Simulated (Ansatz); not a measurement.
Computed with Ansatz on PBE0-D4/def2-TZVP structures; ΔE is electronic, products minus reactants. CBS: MP2 limit from def2 TZ/QZ plus the TZ coupled-cluster correction, frozen cores. DFT in def2-TZVPP. B3LYP here is the variant with VWN-RPA as its local correlation; programs differ in this. def2 core potentials past Kr. For Cd outer-core shells are correlated without core-valence functions, which leaves a few kJ/mol of doubt a bond. One conformer a species, not always the lowest.

Reaction (substitution at a C–Si bond): `C[SiH]1CO[SiH2]1` + `[OH][Cd][F]` → `C[O][Cd][F]` + `C1O[SiH2][SiH2]1`

`C[SiH]1CO[SiH2]1`:

Cartesian coordinates in Å:
```
C -1.952 0.137 -0.540
Si -0.396 -0.615 0.179
C 1.204 -0.413 -0.878
O 2.023 0.396 -0.003
Si 1.130 0.656 1.390
H -2.751 0.156 0.204
H -2.304 -0.446 -1.396
H -1.770 1.161 -0.872
H -0.656 -2.020 0.603
H 1.050 0.116 -1.824
H 1.723 -1.351 -1.100
H 1.808 0.115 2.601
H 0.891 2.107 1.637
```

`[OH][Cd][F]`:

```xyz
4

O     1.242    0.104   -0.592
Cd   -0.419   -0.266    0.365
F    -2.003   -0.733    1.360
H     1.179    0.895   -1.133
```

`C[O][Cd][F]`:

Cartesian coordinates in Å:
```
C 0.856 -0.521 -0.500
O -0.534 -0.352 -0.572
Cd -1.502 0.776 0.697
F -2.576 1.856 1.880
H 1.414 0.416 -0.629
H 1.188 -0.984 0.440
H 1.154 -1.191 -1.315
```

`C1O[SiH2][SiH2]1`:

```xyz
10

C     0.322    0.930   -0.764
O     0.879   -0.372   -1.052
Si    0.292   -1.422    0.112
Si   -0.738    0.544    0.799
H     1.132    1.644   -0.591
H    -0.258    1.278   -1.624
H     1.381   -2.034    0.923
H    -0.504   -2.533   -0.478
H    -2.204    0.731    0.630
H    -0.303    1.234    2.043
```

Q: Is it downhill or uphill in electronic energy at CCSD(T)/CBS, and by how much? (Best estimate.)

A: Computed: Uphill: ΔE = +1.14 eV.

Q: What do these levels give: PBE-D4, PBE0-D4, B3LYP-D4, ωB97X-V, PBE, B3LYP, HF/def2-TZVPP, MP2/def2-TZVPP, CCSD(T)/def2-TZVPP, SCS-MP2/def2-QZVPP, MP2/CBS(def2), CCSD/CBS(def2)? (An estimate is asked.)

A: Computed: PBE-D4 1.07, PBE0-D4 1.10, B3LYP-D4 1.03, ωB97X-V 1.05, PBE 1.04, B3LYP 1.00, HF/def2-TZVPP 0.93, MP2/def2-TZVPP 1.17, CCSD(T)/def2-TZVPP 1.08, SCS-MP2/def2-QZVPP 1.12, MP2/CBS(def2) 1.23, CCSD/CBS(def2) 1.13 eV.

Largest T1 diagnostic among the species: 0.018.

In def2-TZVPP, CCSD(T) changes the Hartree–Fock value by +0.15 eV (the triples alone add +0.01 eV) and MP2 by +0.24 eV. The D4 term adds +0.03 eV with B3LYP and +0.02 eV with PBE0; it sums over pairs of atoms, weighted by their polarisabilities, and B3LYP, whose exchange is more repulsive, gets the larger term.
